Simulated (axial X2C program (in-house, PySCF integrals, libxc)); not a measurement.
## What spin–orbit coupling does to SrCl

All values were computed with an axial X2C code built on PySCF integrals. Spin-free means the one-electron spin-free X2C Hamiltonian; two-component (2c) means X2C with spin–orbit coupling and atomic mean-field two-electron Coulomb and Gaunt terms, so the difference of the two also holds small scalar two-electron terms. Basis: Sr dyall-v3z [13s12p8d3f], Cl dyall-v3z [8s7p2d1f] (cores contracted in-house); Gaussian nuclei, density fitting, unrestricted open shells. Masses: Sr 87.906 u, Cl 34.969 u.

Spin-free state: M_S = 1/2, Λ = 0 (beyond evenly filled blocks: σα); fragments Sr + Cl.

```
level  Re (Å)  ωe (cm⁻¹)  De (eV)  μ (D)
 PBE0   2.567      303.5    4.360  -4.42
   HF   2.642      289.3    3.700  -4.54
  MP2   2.586      301.9    4.237    n/a
B3LYP   2.591      294.8    4.142  -4.88
 PW91   2.566      300.2    4.411  -4.45
```

Correlated methods: 17 electrons correlated (number of frozen shells: Sr 3 s, 2 p, 1 d; Cl 2 s, 1 p), 215 virtual spin orbitals or spinors in MP2.

Dipoles are positive if Cl is the positive end.

Two-component determinant lowest at the distance of the search:

Ω = 1/2 (⟨Sz⟩ = 0.50, ⟨Lz⟩ = 0.00 at HF); fragments Sr + Cl.

| level | Re (Å) | ωe (cm⁻¹) | De (eV) | μ (D) |
| --- | --- | --- | --- | --- |
| PBE0 | 2.567 | 303.5 | 4.354 | -4.42 |
| HF | 2.642 | 289.2 | n/a | -4.54 |
| MP2 | 2.586 | 301.9 | 4.200 | n/a |
| B3LYP | 2.591 | 294.7 | 4.135 | -4.88 |
| PW91 | 2.566 | 300.2 | 4.407 | -4.45 |

From the two tables, how do the constants change at the MP2 level (2c against spin-free)?

At the MP2 level Re is unchanged within 0.001 Å and ωe stays the same within 0.2 cm⁻¹; De changes by -0.037 eV.

The state is a single determinant with fixed occupations, the lowest that a limited PBE0 search found. De is counted from the lowest determinant-based energies of the atoms at the same level, without counterpoise correction. De is not given where an atomic determinant may have missed its ground term or J level, or where the truncated virtual space spoils (T). Density functionals use the spin component along the axis (collinear). The 2c atoms are single determinants rather than J levels; their spin–orbit lowering is only partly caught, and De is too large by that part. This holds for PBE0, B3LYP, PW91. Without a current term, density functionals place determinants with orbital angular momentum somewhat too high.
